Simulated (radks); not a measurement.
Species: the cerium ion Ce25+. Configuration: [Ar] 3d10 4s2 4p3. All-electron calculation, Dirac Kohn-Sham, LB94 model potential, spin-unpolarised, spherical densities, finite nucleus; open shells fill j = l - 1/2 first; Fermi nuclear charge, rms radius 4.8771 fm. Program: a radial shooting solver on a logarithmic mesh with Libxc functionals.

Normalised radial functions P(r) = r R(r) (large component), r in bohr:

```
   r/bohr * 3p1/2, o 3d3/2, + 4s1/2 (the largest magnitude, 2.14, reaches the edge; | marks zero, & curves that meet)
 0.000863                             &+
 0.001106                             &+
 0.001406                             & +
 0.001802                             & +
  0.00229                             & +
 0.002935                             o* +
 0.003731                             o* +
 0.004781                             o*  +
 0.006078                             o * +
 0.007788                             o *  +
 0.009901                             o  * +
  0.01269                             o   *+
  0.01613                             o    +*
  0.02067                             |o +    *
  0.02628                             |&         *
  0.03367                            +| o          *
   0.0428                         +   |  o           *
  0.05485                      +      |     o        *
  0.06973                     +       |        o   *
  0.08936                      +      |      *      o
   0.1136                           & |                  o
   0.1456               *             |     +                o
   0.1851      *                      |          +              o
   0.2371  *                          |          +             o
   0.3015     *                       |  +                 o
   0.3863             *     +         |             o
   0.4911          +          *       |      o
   0.6293          +               *  |  o
      0.8                 +          *|o
    1.025                        +    &
    1.303                            +&
     1.67                             &
```

3p1/2: eigenvalue -2007.4 eV, 1 radial node at r = 0.109 bohr, <r> = 0.264 bohr, 90 % of the charge inside 0.396 bohr. 3d3/2: eigenvalue -1656.3 eV, 0 radial nodes, <r> = 0.246 bohr, 90 % of the charge inside 0.383 bohr. 4s1/2: eigenvalue -950.43 eV, 3 radial nodes at r = 0.0302, 0.120, 0.322 bohr, <r> = 0.576 bohr, 90 % of the charge inside 0.816 bohr.
